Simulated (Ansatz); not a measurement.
Isolated molecules relaxed with PBE0-D4/def2-TZVP in Ansatz; ΔE leaves out vibrations. CCSD(T)/CBS adds triple-zeta CCSD(T) − MP2 to the extrapolated MP2 energy (def2 sets, frozen cores). This one scheme is used for every species. DFT in def2-TZVPP. B3LYP here is the variant with VWN-RPA as its local correlation; programs differ in this. For Ga outer-core shells are correlated without core-valence functions, which leaves a few kJ/mol of doubt a bond. Scalar relativity is left out up to krypton. One conformer a species, not always the lowest.

Reaction (formal exchange of groups at a C–C bond): `CCOC(C)(C)C` + `[GaH3]` → `CCO[C](C)(C)[GaH2]` + CH₄

```
             level  ΔE (kJ/mol)  difference from CCSD(T)/CBS
            PBE-D4        -17.3                         -6.1
         revPBE-D4        -15.6                         -4.4
           PBE0-D4         -8.9                          2.3
          B3LYP-D4        -13.0                         -1.8
        r2SCANh-D4         -7.9                          3.3
            r2SCAN         -9.6                          1.6
           r2SCANh         -7.1                          4.1
           LC-ωPBE         -0.3                         10.9
SCS-MP2/def2-TZVPP         -5.1                          6.1
    MP2/def2-QZVPP        -12.1                         -0.9
       CCSD(T)/CBS        -11.2                            0
```

Largest T1 diagnostic among the species: 0.013.

From r2SCAN to r2SCAN0 (25 % exact exchange), in def2-TZVPP and without D4, ΔE moves by +5.9 kJ/mol. Leaving LDA and LC-ωPBE aside and taking each functional with its dispersion term where it has one, the values, not all of them listed here, spread over 22.1 kJ/mol, from BLYP-D4 to B97M-V. LDA lies +6.3 kJ/mol from PBE without D4. The D4 term adds −5.4 kJ/mol with B3LYP and −2.8 kJ/mol with PBE0; it sums over pairs of atoms, weighted by their polarisabilities, and B3LYP, whose exchange is more repulsive, gets the larger term.

CCSD(T)/CBS has its own doubt, a few kJ/mol and more with outer-core shells, so smaller differences from it don't rank the levels.
